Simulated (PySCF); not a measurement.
PySCF input file for Te(I)(SiH3) (H3ISiTe), SMILES I[Te][SiH3], B3LYP-D3(BJ)/def2-SVP. Geometry: B3LYP-D3(BJ)/def2-SVP. The def2 effective core potentials stand for the cores of I, Te; spin–orbit coupling is left out.

```python
import numpy as np
from pyscf import gto, scf, dft, df
from pyscf.hessian import thermo

mol = gto.M(
    atom='''
    Te    0.74805017   -0.98346855    0.00000000
    I    -0.20199037    1.60700264   -0.00000000
    Si   -1.58412855   -1.96492370    0.00000000
    H    -1.37659168   -3.44187503   -0.00000000
    H    -2.31936405   -1.53998416   -1.22068539
    H    -2.31936406   -1.53998416    1.22068539
    ''',
    basis='def2-SVP',
    ecp={'I': 'def2-svp', 'Te': 'def2-svp'},
    charge=0,
    spin=0,
    max_memory=1600,
    verbose=3,
)
mf = dft.RKS(mol, xc='b3lyp').density_fit(auxbasis='def2-universal-jkfit')
mf.disp = 'd3bj'
mf.grids.level = 3
mf.conv_tol = 1e-11
mf.max_cycle = 100
mf.kernel()

# [left out here: the lines that compute and print the analytic Hessian (its translational invariance restored by hand, since the grid's response is missing), thermochemistry and intensities]
```

Program output:

```
converged SCF energy = -857.173630305295

WARN: DFTD3 does not support analytical Hessian, using finite difference


WARN: Mole.unit (angstrom) is changed to Bohr

Mode                                 0                   1                   2
Irrep
Freq [cm^-1]                       76.4157            123.2865            195.9311
Reduced mass [au]                   6.7041              1.0207            109.0762
Force const [Dyne/A]                0.0231              0.0091              2.4671
Char temp [K]                     109.9452            177.3818            281.9012
Normal mode                   x     y     z       x     y     z       x     y     z
       0  Te                 0.03 -0.01  0.00   -0.00  0.00  0.01   -0.02  0.06  0.00
       1   I                -0.03 -0.03 -0.00    0.00  0.00 -0.01    0.02 -0.06 -0.00
       2  Si                -0.03  0.14 -0.00    0.00 -0.00  0.00    0.00  0.00  0.00
       3   H                -0.17  0.12 -0.00    0.00 -0.00 -0.58    0.03  0.01 -0.00
       4   H                 0.01  0.21 -0.00   -0.15  0.48  0.26   -0.01 -0.01  0.00
       5   H                 0.01  0.21  0.00    0.15 -0.48  0.26   -0.01 -0.01 -0.00
Mode                                 3                   4                   5
Irrep
Freq [cm^-1]                      322.1519            544.3006            552.1215
Reduced mass [au]                   9.3313              1.1324              1.0815
Force const [Dyne/A]                0.5706              0.1977              0.1942
Char temp [K]                     463.5048            783.1273            794.3799
Normal mode                   x     y     z       x     y     z       x     y     z
       0  Te                -0.03 -0.02 -0.00    0.01 -0.00 -0.00   -0.00  0.00 -0.01
       1   I                -0.00 -0.00  0.00   -0.00 -0.00  0.00    0.00  0.00  0.00
       2  Si                 0.15  0.07 -0.00   -0.04  0.05  0.00    0.00 -0.00  0.05
       3   H                 0.22  0.08  0.00    0.70  0.14 -0.00   -0.00 -0.00 -0.16
       4   H                 0.11  0.02  0.00   -0.24 -0.36 -0.02    0.59  0.22 -0.23
       5   H                 0.11  0.02 -0.00   -0.24 -0.36  0.02   -0.59 -0.22 -0.23
Mode                                 6                   7                   8
Irrep
Freq [cm^-1]                      880.2217            924.9107            950.0279
Reduced mass [au]                   1.0884              1.0413              1.0383
Force const [Dyne/A]                0.4969              0.5248              0.5521
Char temp [K]                    1266.4431           1330.7405           1366.8786
Normal mode                   x     y     z       x     y     z       x     y     z
       0  Te                 0.00  0.00  0.00   -0.00  0.00  0.00   -0.00  0.00  0.00
       1   I                -0.00  0.00 -0.00    0.00  0.00 -0.00    0.00 -0.00 -0.00
       2  Si                 0.04  0.03  0.00   -0.00  0.00  0.03   -0.02  0.03 -0.00
       3   H                -0.58 -0.08 -0.00   -0.00 -0.00 -0.77   -0.22 -0.01  0.00
       4   H                -0.38 -0.36  0.11   -0.03 -0.42 -0.11    0.41 -0.38 -0.38
       5   H                -0.38 -0.36 -0.11    0.03  0.42 -0.11    0.41 -0.38  0.38
Mode                                 9                  10                  11
Irrep
Freq [cm^-1]                     2217.5874           2241.6812           2248.3963
Reduced mass [au]                   1.0247              1.0440              1.0537
Force const [Dyne/A]                2.9690              3.0909              3.1383
Char temp [K]                    3190.6146           3225.2802           3234.9417
Normal mode                   x     y     z       x     y     z       x     y     z
       0  Te                 0.00  0.00  0.00   -0.00  0.00 -0.00   -0.00  0.00 -0.00
       1   I                -0.00  0.00 -0.00    0.00 -0.00  0.00    0.00 -0.00  0.00
       2  Si                 0.01  0.02 -0.00   -0.02  0.03  0.00   -0.00  0.00 -0.04
       3   H                 0.13 -0.87 -0.00    0.05 -0.42  0.00    0.00 -0.00 -0.01
       4   H                -0.14  0.10 -0.26    0.30 -0.17  0.52    0.34 -0.20  0.56
       5   H                -0.14  0.10  0.26    0.30 -0.17 -0.52   -0.34  0.20  0.56
temperature 298.1500 [K]
pressure 101325.00 [Pa]
Rotational constants [GHz] 3.19264 0.86902 0.68868
Symmetry number 1
Zero-point energy (ZPE) 0.02569 [Eh]   67451.633 [J/mol]
                           tot       elec      trans        rot        vib
Entropy [J/mol/K]       352.899      0.000    179.269    123.470     50.159
Cv [J/mol/K]             71.396      0.000     12.472     12.472     46.452
Cp [J/mol/K]             79.710      0.000     20.786     12.472     46.452
Internal energy [J/mol]                      3718.434   3718.434  75239.732
Internal energy [Eh]   -857.14214  -857.17363
Enthalpy [J/mol]                             6197.391   3718.434  75239.732
Enthalpy [Eh]          -857.14120
Gibbs free energy [J/mol]                  -47251.581 -33094.279  60284.684
Gibbs free energy [Eh] -857.18127
static polarisability / bohr^3: [[ 86.003   3.981  -0.   ]
 [  3.987 118.225  -0.   ]
 [ -0.     -0.     56.5  ]]
largest difference of analytic and finite-field dipole derivatives / e: 0.0009417528915716122
mode   freq/cm-1   IR/(km/mol)   Raman/(A^4/amu)   depolarisation
   1       76.42         0.167             4.062            0.617
   2      123.29         0.018             0.084            0.750
   3      195.93         2.335            12.047            0.268
   4      322.15         7.186            15.759            0.240
   5      544.30         4.385            13.681            0.736
   6      552.12         5.353            15.648            0.750
   7      880.22       413.803            15.712            0.443
   8      924.91        45.004            24.823            0.750
   9      950.03        41.082            18.736            0.749
  10     2217.59        85.898           313.200            0.095
  11     2241.68        56.877           144.090            0.435
  12     2248.40        73.019            94.366            0.750
max |gradient| / (hartree/bohr): 0.00010119568044173214
APT charges: [ 0.015  -0.2086  0.9282 -0.2492 -0.2427 -0.2427]
```

Self-consistency was reached.

Cost: roughly 110 core-seconds.
